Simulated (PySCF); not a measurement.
(1E)-2-chloro-1-iodobuta-1,3-diene (C4H4ClI), SMILES C=C/C(Cl)=C\I. Coordinates come from a PBE0-D3(BJ)/def2-SVP optimisation. The def2 effective core potentials stand for the cores of I; spin–orbit coupling is left out. The values are those of a single conformer.

Calculation: PBE0-D3(BJ)/def2-SVP run with PySCF.

Harmonic wavenumbers (cm⁻¹): 121, 144, 185, 245, 273, 411, 529, 671, 725, 739, 793, 959, 969, 1017, 1127, 1271, 1309, 1416, 1642, 1725, 3180, 3202, 3257, 3288. Rotational constants (GHz): 3.719, 0.6328, 0.5408; symmetry number 1.

### Question
Work out the zero-point energy and the ideal-gas rigid-rotor harmonic-oscillator thermochemistry at 298.15 K and 1 atm.

### Answer
ZPE = ½ Σ hcν = ½ × 29195 cm⁻¹ = 41.74 kcal/mol. H − E(el) = 46.60 kcal/mol. Entropy in cal/(mol K): translation 41.99, rotation 29.91, vibration 14.51, total 86.42. G − E(el) = 20.83 kcal/mol. Cp = 24.80 cal/(mol K). Modes under 150 cm⁻¹ make the vibrational entropy uncertain.
